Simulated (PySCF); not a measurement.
dimethyl carbonate (C3H6O3), SMILES COC(=O)OC.

Geometry optimised at PBE0-D3(BJ)/def2-SVP.

Level of theory: SMD-ωB97X/def2-SVP (PySCF).

Solvation free energies are E(SMD) − E(gas) at the gas-phase geometry, for 1 M in both phases. In vacuum the dipole moment is 0.30 D.

```tsv
solvent	ΔG(solv) (kcal/mol)	its non-electrostatic (CDS) part	dipole (D)
water	-3.1	5.8	0.47
ethanol	-4.0	3.9	0.43
chlorobenzene	(withheld)	(withheld)	(withheld)
```

Task: Fill in the missing entries. (Estimate from the structure and the level; the computed values follow.)

Result: 
- chlorobenzene, ΔG(solv) (kcal/mol): -3.6
- chlorobenzene, its non-electrostatic (CDS) part: -0.1
- chlorobenzene, dipole (D): 0.33
